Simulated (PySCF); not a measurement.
Vertical excitations of a molecule C3H4F2Si from TDA-PBE/def2-SVPD run with PySCF 2.14.0, as energy in eV (oscillator strength): 5.57 (0.000), 5.80 (0.002), 5.82 (0.000), 6.98 (0.001), 7.06 (0.054), 7.12 (0.001), 7.15 (0.053), 7.23 (0.001), 7.40 (0.091), 7.43 (0.007). Lowest triplet (TDA): 4.61 eV. Geometry optimised at PBE-D3(BJ)/def2-SVP. The values are those of a single conformer.

### Question
Pick the molecule that these values belong to.
A) C#C[Si@@H](F)CF
B) FC(F)C#C[SiH3]
C) FC(F)=C=C[SiH3]
D) FC=C=C[SiH2]F

### Answer
B, FC(F)C#C[SiH3]
